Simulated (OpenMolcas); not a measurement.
Nd V: CASPT2 settings compared

```
Program             : OpenMolcas
Basis               : ANO-RCC-VDZ [7s6p4d2f]
Scalar Hamiltonian  : X2C, point nucleus
Active space        : 2 electrons in 7 orbitals (4f)
State averaging     : 2S+1 = 3 even, 21 roots; 2S+1 = 1 even, 28 roots (27 in the spin-orbit step)
Spin-orbit coupling : RASSI with atomic mean-field integrals over the reference wave functions, term energies averaged over their components
```

Methods on the same reference wave functions:
A. CASSCF
B. SS-CASPT2, IPEA 0.35 Eh, sigma1 regulariser 0.2 Eh (closed shells correlated: 4d 5s 5p)
C. SS-CASPT2, IPEA 0 Eh, imaginary shift 0.05 Eh (closed shells correlated: none)
D. XMS-CASPT2, IPEA 0.4 Eh, no level shift (closed shells correlated: 4d 5s 5p)

Energies in cm⁻¹ above 4f² ³H₄, the measured ground level; measured values from the list in Carvajal Gallego et al., Mon. Not. R. Astron. Soc. 518, 332 (2023).

| Level | A | B | C | D | Measured |
| --- | --- | --- | --- | --- | --- |
| 4f² ³H₄ | 0.0 | 0.0 | 0.0 | 0.0 | 0.0 |
| 4f² ³H₅ | 2981 | 3010 | 2990 | 3010 | 2834 |
| 4f² ³H₆ | 6093 | 6120 | 6100 | 6120 | 5743 |
| 4f² ³F₂ | 7811 | 6420 | 7680 | 6620 | 5894 |
| 4f² ³F₃ | 9742 | 8390 | 9620 | 8600 | 7785 |
| 4f² ¹D₂ | 27093 | 23650 | 26590 | 23670 | 20551 |
| 4f² ¹I₆ | 32414 | 30820 | 32200 | 30930 | 26088 |
| 4f² ³P₀ | 34005 | 29790 | 33380 | 29560 | 25051 |
| 4f² ³P₁ | 34534 | 30320 | 33910 | 30090 | 25893 |
| 4f² ³P₂ | 36171 | 32010 | 35560 | 31810 | 27479 |

Deviations, from unrounded energies. A percentage is the sum of absolute deviations over the sum of measured energies, with the sign that they share, or ± where signs differ.

| Against measurement | Levels | A | B | C | D |
| --- | --- | --- | --- | --- | --- |
| mean absolute deviation (cm-1) | 9 | 4800 | 2600 | 4500 | 2600 |
| fine structure of the ground term (%) | 2 | +5.8 | +6.4 | +6.0 | +6.5 |
| other terms of the ground configuration (%) | 7 | +31.0 | +16.3 | +29.0 | +16.3 |

B, D lie about equally close to measurement and A furthest from it. The largest miss of D in the table is 4f² ¹I₆, by +4800 cm-1. The ranking rests on the paired levels alone, and a cruder setting can come out closer through cancelling errors.

Among B to D the level of the table that moves most is 4f² ³P₁, by 3800 cm-1 (lowest in D, highest in C). Moves below CASPT2's spread within the term are not significant.

The two smallest mean deviations differ by little beside CASPT2's spread within terms, so their order carries little weight.

From A to B the spin-free energies of the other terms of 4f² shown, above ³H, scale by factors of 0.80 to 0.94, as is usual when dynamic correlation screens the repulsion within a d or f shell.

The lowest spin-free term lies below A's lowest term by 0.437 hartree in B, 0.001 hartree in C, 0.439 hartree in D.

CASPT2 breaks the degeneracy within a term, and the mean is taken; among the terms shown or strongly mixed into the levels shown the widest spread is 660 cm-1 (4f² ¹I, D). Some high roots are left out of the spin-orbit mixing, which shifts the levels that they would mix with. The basis is small and was not contracted for so high a charge. The CASPT2 spread within a term exceeds the gap to the next term for 4f² ¹I and 4f² ³P, so the order of their levels is uncertain (figures for B; the like holds for D). Without dynamic correlation excited terms often stand tens of per cent too high (terms of higher spin than the ground term too low), and those without a measured partner can miss by more than the paired ones (holds for A). Some levels mix across a computed gap that differs much from the measured one, so their mixing is not that of the real levels (holds for A). Some terms miss by over 15 % even with CASPT2, which points to a basis or an active space too small for the shells correlated (holds for B; C; D). Measured partners are found by configuration, term and J. A level has none where our copy of the source lacks it or the pairing is in doubt (some pairs that miss far off the trend of their configuration count as doubtful), and it then counts in no deviation. Levels of configurations outside the active space are missing. Levels that lie high or do not pair safely by name in every column are left out.
